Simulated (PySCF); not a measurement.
# A small calculation by hand: entropy of an ideal gas

CH5ClFNSi, SMILES [Si@@](N)(F)(C)Cl.

The structure is a stationary point at r2SCAN-D4/def2-SVP. The structure was generated by enumeration; whether it is a known compound was not checked. One conformer was computed; it need not be the lowest.

PySCF 2.14.0 with r2SCAN-D4/def2-SVP gives the harmonic wavenumbers 136, 145, 171, 249, 272, 274, 312, 363, 522, 699, 734, 784, 858, 874, 948, 1269, 1423, 1426, 1534, 3043, 3146, 3163, 3585, 3687 cm⁻¹ and the rotational temperatures 0.1694, 0.1102, 0.1073 K. The molar mass is 113.59 g/mol, the symmetry number 1, the spin multiplicity 1.

Work out the entropy at 298.15 K and 1 atm in the rigid-rotor, harmonic-oscillator model.


Translation (Sackur–Tetrode at 1 atm): S = R[1.5 ln M + 2.5 ln T − 1.16487] = 167.8 J/(mol K).
Rotation: q = (√π/σ) T^1.5/√(θA θB θC) = 204000, S = R[ln q + 3/2] = 114.1 J/(mol K).
Vibration: with u = 1.4388 ν/T, each mode gives R[u/(e^u − 1) − ln(1 − e^−u)]:
| ν (cm⁻¹) | modes | u | S (J/(mol K)) |
|---|---|---|---|
| 136 | 1 | 0.66 | 11.96 |
| 145 | 1 | 0.70 | 11.45 |
| 171 | 1 | 0.83 | 10.14 |
| 249 | 1 | 1.20 | 7.27 |
| 272 | 1 | 1.31 | 6.63 |
| 274 | 1 | 1.32 | 6.57 |
| 312 | 1 | 1.51 | 5.66 |
| 363 | 1 | 1.75 | 4.64 |
| 522 | 1 | 2.52 | 2.53 |
| 699 | 1 | 3.37 | 1.29 |
| 734 | 1 | 3.54 | 1.12 |
| 784 | 1 | 3.78 | 0.92 |
| 858 | 1 | 4.14 | 0.69 |
| 874 | 1 | 4.22 | 0.65 |
| 948 | 1 | 4.57 | 0.48 |
| 1269 | 1 | 6.12 | 0.13 |
| 1423 | 1 | 6.87 | 0.07 |
| 1426 | 1 | 6.88 | 0.07 |
| 1534 | 1 | 7.40 | 0.04 |
The stiffer modes add less than 0.005 each. Sum 72.3 J/(mol K).
Spin: R ln 1 = 0.0 J/(mol K).
Total 354.2 J/(mol K); the program's own thermochemistry gives 354.2. Translation makes up 47 % and vibration 20 %. Anharmonicity, hindered rotation and orbital degeneracy are left out.
